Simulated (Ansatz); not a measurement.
A run for Ansatz (a program for electronic structure): U-CCSD(T)/cc-pVTZ on H4 rectangle, a point of a bond scan (R = 1.050 Å).

Ansatz 0.2 input:
```yaml
crystal:
  periodic: [false, false, false]
  atoms:
    - {symbol: H, position_ang: [0.00000000, 0.00000000, 0.00000000]}
    - {symbol: H, position_ang: [0.00000000, 0.00000000, 1.00000000]}
    - {symbol: H, position_ang: [1.05000000, 0.00000000, 0.00000000]}
    - {symbol: H, position_ang: [1.05000000, 0.00000000, 1.00000000]}
basis:
  gaussian:
    orbitals: cc-pVTZ
correlation: {method: ccsd_t, electrons: outside_noble_gas}
scf: {omitted_lower_state_checks: [cluster_reference]}
magnetization: {spin_polarized: true, initial_magnetization: 0}
```

Program output:

```
WARN ansatz: RAYON_NUM_THREADS=2 ignored (pool sized by the plan → 2); use --threads N
Functional definition: HF
these checks for a lower state are left out or cut short: cluster_reference
integrals: 0.03 GiB planned
300 factors; integrals over basis functions are off by at most 1.2e-3 eV
mean field: 0.07 GiB planned
mean field evaluation 1: about -53.5660 eV, gradient 5.0e0 eV
mean field evaluation 2: about -53.5552 eV, gradient 5.0e0 eV
mean field evaluation 4: about -53.7772 eV, gradient 1.1e-1 eV
mean field evaluation 8: about -53.7770 eV, gradient 1.3e-6 eV
mean field evaluation 16: about -55.3509 eV, gradient 7.9e-4 eV
mean field evaluation 32: about -55.3509 eV, gradient 1.5e-6 eV
mean field evaluation 64: about -54.2422 eV, gradient 1.7e-3 eV
mean field evaluation 96: about -53.7835 eV, gradient 6.0e-1 eV
mean field -55.35088911 eV, -2.0341076568 hartree, gradient 6.8e-7 eV, S^2 1.036145; 9 other end points of the search recorded, 0 dependent functions left out
reference -55.35088911 eV, -2.0341076568 hartree; 2, 2 occupied and 54, 54 virtual orbitals, 300 factors
second order -1.34736289 eV of doubles, -0.00000000 eV of singles
coupled cluster: 0.11 GiB planned
cycle   1  -1.58931404 eV  change   -2.4e-1 eV  update   4.3e-2
cycle   2  -1.74245293 eV  change   -1.5e-1 eV  update   2.2e-2
cycle   3  -1.75407997 eV  change   -1.2e-2 eV  update   9.1e-3
cycle   4  -1.75969254 eV  change   -5.6e-3 eV  update   6.4e-3
cycle   5  -1.76275631 eV  change   -3.1e-3 eV  update   4.2e-3
cycle   6  -1.76405672 eV  change   -1.3e-3 eV  update   2.0e-3
cycle   7  -1.76482348 eV  change   -7.7e-4 eV  update   1.4e-3
cycle   8  -1.76475750 eV  change    6.6e-5 eV  update   1.0e-3
cycle   9  -1.76549924 eV  change   -7.4e-4 eV  update   4.9e-4
cycle  10  -1.76559716 eV  change   -9.8e-5 eV  update   1.7e-4
cycle  11  -1.76557407 eV  change    2.3e-5 eV  update   3.9e-5
cycle  12  -1.76558123 eV  change   -7.2e-6 eV  update   8.5e-6
cycle  13  -1.76558788 eV  change   -6.7e-6 eV  update   2.2e-6
cycle  14  -1.76558801 eV  change   -1.3e-7 eV  update   4.1e-7
coupled cluster: 0.11 GiB planned
perturbative correction -0.02957447 eV, -0.0010868418 hartree
Total energy: -57.14605160 eV, -2.1000786612 hartree
Checks for a lower state left out: cluster_reference
```

The calculation finished and met its thresholds. Its determinant has ⟨S²⟩ = 1.04, a mixture of spin states.

Cost: around 1.2 core-seconds (rough).
